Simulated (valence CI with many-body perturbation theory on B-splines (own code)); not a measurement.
Results of a calculation; reference values are marked as such.
# Energy levels of In17+

Level of theory: relativistic CI+MBPT: four valence electrons over a frozen Dirac-Fock core [Ar] 3d10, a basis of 11 s, 11 p, 10 d, 8 f, 5 g, 2 h functions for each j, with the one-electron correlation potential Σ1 (screened to all orders), the two-electron term Σ2, the three-electron term Σ3, Breit, model QED; selected single and double excitations, second order for the rest, scaled by the run's own slope (own B-spline code, finite nucleus).

No measured levels were compared; by estimate levels hold to about 250 cm⁻¹ or 0.2 % of their energy and the worst to 1 %, as in measured heavy ions of charge 2 to 7; those with d or f electrons hold less well. Among the levels kept, up to 470 cm⁻¹ of a level comes from second order outside the variational space, and about a tenth of that is noise between levels of different J, which matters for small intervals.

Levels 91 to 135 of 183, with energies above the lowest level, 4s²4p² ³P_0. "Leading %" is the weight of the configuration and term that name the level; weights of strongly mixed levels are sums over their largest components and can fall short. In the jj column 3d3/2^4 stands for four electrons in 3d with j = 3/2.

```csv
No.,Configuration,Term,J,E (cm⁻¹),Leading %,Second component,Leading jj
91,4s4p²4d,¹D,2,1281300,38,31 % 4s²4p4f ³F,4s 4p3/2^2 4d5/2 (22 %)
92,4s²4p4f,³G,3,1288100,28,18 % 4s²4p4f ³D,4s^2 4p1/2 4f7/2 (34 %)
93,4s²4d²,¹G,4,1313700,24,24 % 4s²4d² ³F,4s^2 4d5/2^2 (43 %)
94,4s²4d²,³F,3,1327600,40,30 % 4s²4p4f ³D,4s^2 4d3/2 4d5/2 (40 %)
95,4s²4p4f,³G,4,1327900,55,23 % 4s²4d² ³F,4s^2 4p3/2 4f5/2 (45 %)
96,4s²4d²,³F,2,1332800,31,20 % 4s²4d² ¹D,4s^2 4d3/2 4d5/2 (35 %)
97,4s²4p4f,³G,5,1347800,95,,4s^2 4p3/2 4f7/2 (95 %)
98,4s²4d²,¹D,2,1348200,30,20 % 4s²4p4f ³D,4s^2 4d3/2^2 (44 %)
99,4s²4d²,³P,0,1352100,84,9 % 4s4p²4d ³P,4s^2 4d3/2^2 (66 %)
100,4s²4d²,³P,1,1357400,87,9 % 4s4p²4d ³P,4s^2 4d3/2 4d5/2 (87 %)
101,4s²4d²,³P,2,1366200,74,8 % 4s4p²4d ³P,4s^2 4d5/2^2 (54 %)
102,4s²4p4f,¹F,3,1367200,45,17 % 4s²4p4f ³D,4s^2 4p3/2 4f7/2 (44 %)
103,4p³4d,³F°,2,1375800,40,23 % 4p³4d ³D°,4p1/2^2 4p3/2 4d3/2 (76 %)
104,4s²4p4f,³D,1,1379600,87,10 % 4s4p²4d ³D,4s^2 4p3/2 4f5/2 (87 %)
105,4p³4d,⁵D°,3,1383000,31,18 % 4p³4d ³F°,4p1/2^2 4p3/2 4d3/2 (63 %)
106,4s²4p4f,³D,2,1383100,48,24 % 4s²4p4f ³F,4s^2 4p3/2 4f5/2 (58 %)
107,4s²4p4f,³F,4,1383600,42,37 % 4s²4d² ³F,4s^2 4p3/2 4f7/2 (32 %)
108,4s²4p4f,³F,3,1385500,40,23 % 4s²4d² ³F,4s^2 4p3/2 4f7/2 (31 %)
109,4p³4d,⁵D°,0,1386300,49,27 % 4p³4d ³P°,4p1/2^2 4p3/2 4d3/2 (79 %)
110,4p³4d,⁵D°,1,1392800,63,17 % 4p³4d ³P°,4p1/2^2 4p3/2 4d3/2 (71 %)
111,4p³4d,⁵D°,4,1396800,49,28 % 4p³4d ³F°,4p1/2^2 4p3/2 4d5/2 (81 %)
112,4p³4d,⁵D°,2,1404300,47,26 % 4p³4d ³D°,4p1/2^2 4p3/2 4d5/2 (60 %)
113,4p³4d,³G°,3,1418700,35,17 % 4p³4d ³F°,4p1/2^2 4p3/2 4d5/2 (37 %)
114,4s²4d²,¹S,0,1419500,83,9 % 4s4p²4d ¹S,4s^2 4d5/2^2 (67 %)
115,4p³4d,¹S°,0,1425800,54,33 % 4p³4d ⁵D°,4p1/2 4p3/2^2 4d3/2 (62 %)
116,4p³4d,³F°,2,1425800,38,31 % 4p³4d ³D°,4p1/2 4p3/2^2 4d3/2 (83 %)
117,4p³4d,³D°,1,1428500,73,12 % 4p³4d ⁵D°,4p1/2 4p3/2^2 4d3/2 (65 %)
118,4s²4p4f,¹D,2,1429900,55,23 % 4s²4d² ¹D,4s^2 4p3/2 4f7/2 (49 %)
119,4p³4d,³F°,3,1431100,40,14 % 4p³4d ³D°,4p1/2 4p3/2^2 4d3/2 (74 %)
120,4p³4d,³D°,3,1439800,45,29 % 4p³4d ⁵D°,4p1/2 4p3/2^2 4d5/2 (86 %)
121,4p³4d,³G°,4,1442400,45,21 % 4p³4d ³F°,4p1/2 4p3/2^2 4d3/2 (55 %)
122,4s²4p4f,¹G,4,1444800,50,41 % 4s²4d² ¹G,4s^2 4d3/2 4d5/2 (29 %)
123,4p³4d,³F°,4,1448100,53,14 % 4p³4d ³G°,4p1/2 4p3/2^2 4d5/2 (76 %)
124,4p³4d,¹G°,4,1456000,60,11 % 4p³4d ⁵D°,4p1/2 4p3/2^2 4d5/2 (58 %)
125,4p³4d,³G°,5,1458300,82,11 % 4s4p4d² ³G°,4p1/2 4p3/2^2 4d5/2 (82 %)
126,4p³4d,³D°,1,1460700,62,9 % 4p³4d ³P°,4p1/2^2 4p3/2 4d5/2 (55 %)
127,4p³4d,¹D°,2,1480700,40,28 % 4p³4d ³F°,4p1/2 4p3/2^2 4d3/2 (61 %)
128,4p³4d,¹P°,1,1482600,36,20 % 4p³4d ³P°,4p1/2 4p3/2^2 4d5/2 (44 %)
129,4p³4d,³P°,0,1491900,67,11 % 4p³4d ¹S°,4p1/2 4p3/2^2 4d5/2 (48 %)
130,4s²4p5s,³P°,0,1499600,98,,4s^2 4p1/2 5s (98 %)
131,4p³4d,³P°,2,1501900,35,17 % 4p³4d ³F°,4p1/2 4p3/2^2 4d3/2 (32 %)
132,4s²4p5s,³P°,1,1502500,70,28 % 4s²4p5s ¹P°,4s^2 4p1/2 5s (97 %)
133,4p³4d,³P°,2,1508800,26,20 % 4s4p4d² ⁵G°,4p1/2 4p3/2^2 4d5/2 (38 %)
134,4p³4d,³F°,3,1509000,35,21 % 4p³4d ³D°,4p1/2 4p3/2^2 4d5/2 (38 %)
135,4p³4d,³D°,2,1513700,48,22 % 4p³4d ³P°,4p1/2 4p3/2^2 4d5/2 (59 %)
```

Names give the largest LS component (configuration and term), which can be under half, so a name can repeat, a term be missing and a line seem to break the LS rules; names also repeat where a configuration has a term twice.

Where two levels of one J and parity lie close, their mixing, g and order are uncertain.
